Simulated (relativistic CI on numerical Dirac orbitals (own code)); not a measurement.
## Ca XVIII: q coefficients and field-shift factors

Calculated at this level of theory: Dirac-Coulomb-Breit CI, orbitals from a KLI potential per configuration, derivatives by finite differences, unscaled Slater integrals, QED left out (own radial code, finite nucleus).

CI space (outside the closed core 1s2): 2s, 2p, 3s, 3p, 3d. Levels of other configurations are missing.

With x = (α/α₀)² − 1 an excitation energy changes as ω = ω₀ + qx; K = 2q/ω₀ is the relative enhancement. Terms are leading LS components, so labels can repeat. The field-shift factor is F = δν/δ⟨r²⟩ for the transition from the lowest level.

Lowest level 2s 2S_1/2.

```
     Level  ω₀ (cm⁻¹)  q (cm⁻¹)  F (GHz/fm²)
2p 2P°_1/2     292814      8498        -31.4
2p 2P°_3/2     333436     49600        -31.4
 3s 2S_1/2    5257297     37400        -18.9
3p 2P°_1/2    5338455     39690          -28
3p 2P°_3/2    5350425     51810          -28
 3d 2D_3/2    5380328     51390        -27.6
 3d 2D_5/2    5384116     55190        -27.6
```

At this charge energies of transitions that change n are usually good to better than 1 %, and those within a shell (Δn = 0) to a few per cent.

Task: Which transition from the lowest level has the largest |K|?

Result: 2p 2P°_3/2 at 333436 cm⁻¹, K = 0.297.
